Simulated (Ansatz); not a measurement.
H3ClGeSi, SMILES `[SiH3][Ge][Cl]` (excited triplet) (charge 0, multiplicity 3). This triplet is an excited state, 1.09 eV above the relaxed singlet at the level frozen-core CCSD(T)/cc-pVTZ // B3LYP-D3(BJ)/def2-TZVP (Ansatz, an electronic-structure program).

Calculation: Ansatz with LDA/cc-pVTZ // B3LYP-D3(BJ)/def2-TZVP.

Ansatz 0.2 input:
```yaml
crystal:
  periodic: [false, false, false]
  atoms:
    - { symbol: Si, position_ang: [-0.783591, 0.070887, -0.048171] }
    - { symbol: Ge, position_ang: [1.450575, -0.415161, -0.893374] }
    - { symbol: Cl, position_ang: [2.955802, -0.123711, 0.679311] }
    - { symbol: H, position_ang: [-1.104544, -0.843446, 1.070906] }
    - { symbol: H, position_ang: [-0.852317, 1.479706, 0.401102] }
    - { symbol: H, position_ang: [-1.665924, -0.168276, -1.209775] }
basis:
  gaussian: { orbitals: cc-pVTZ }
hamiltonian:
  xc: lda
magnetization:
  spin_polarized: true
  initial_magnetization: 2
```

Output:

```
Functional definition: SPW92
1085 factors; their error is unknown
mean field evaluation 1: about -76808.2966 eV, gradient 1.8e1 eV
mean field evaluation 2: about -76807.6890 eV, gradient 2.0e1 eV
mean field evaluation 4: about -76809.7528 eV, gradient 1.9e0 eV
mean field evaluation 8: about -76809.7774 eV, gradient 5.3e-2 eV
mean field evaluation 16: about -76809.7434 eV, gradient 1.8e-5 eV
mean field -76809.74341486 eV, -2822.7060069819 hartree, gradient 1.8e-5 eV, S^2 2.001686; 0 other end points of the search recorded, 0 dependent functions left out
reference -76809.74345152 eV, -2822.7060083292 hartree; 34, 32 occupied and 119, 121 virtual orbitals, 1085 factors
Total energy: -76809.74345152 eV, -2822.7060083292 hartree
```
